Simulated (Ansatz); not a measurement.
C3H11BSi can be A, `CBC[SiH2]C`, or B, `B[SiH](C)CC`.

Gas-phase electronic energies from Ansatz, PBE0-D4/def2-TZVP geometries. CBS: MP2 limit from def2 TZ/QZ plus the TZ coupled-cluster correction, frozen cores. Functionals use def2-TZVPP. B3LYP here is the variant with VWN-RPA as its local correlation; programs differ in this. One conformer a species, not always the lowest.

(1) Which isomer does CCSD(T)/CBS put lower? Give the gap. (An estimate is asked.)

(2) Give E(B) − E(A) in kJ/mol with B3LYP, MP2/def2-TZVPP, CCSD(T)/def2-TZVPP, r2SCAN-D4, PBE0-D4, ωB97M-V, HF/def2-TZVPP. (Best estimate.)

Largest T1 diagnostic: 0.010.

Answers

(1) Ansatz gave: A, by 110.6 kJ/mol.

(2) The calculation gave: B3LYP 113.5, MP2/def2-TZVPP 117.3, CCSD(T)/def2-TZVPP 109.8, r2SCAN-D4 118.3, PBE0-D4 112.0, ωB97M-V 117.1, HF/def2-TZVPP 107.3. None reverses the order clearly.
